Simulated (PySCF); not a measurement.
Computed shifts of a molecule C4H5F, B3LYP/pcSseg-1 (PySCF), GIAO, gas phase, equivalent atoms averaged, in ppm (number of nuclei): ¹³C: 167.2 (1), 141.3 (1), 126.3 (1), 124.9 (1). ¹⁹F: -123.6 (1). ¹H: 7.29 (1), 6.46 (1), 6.44 (1), 5.69 (1), 5.54 (1). References: ¹³C against TMS (σ = 181.3 ppm); ¹⁹F against CFCl3 (σ = 161.7 ppm); ¹H against TMS (σ = 31.68 ppm), references at their B3LYP-D3(BJ)/def2-TZVP geometries, non-relativistic. Geometry: r2SCAN-D4/def2-SVP. One conformer was computed; it need not be the lowest.

Problem. Pick the molecule that these values belong to.
A) C=CC(=C)F
B) FC1=CCC1
C) C#C[C@H](C)F
D) C=C/C=C/F

Solution. D, C=C/C=C/F
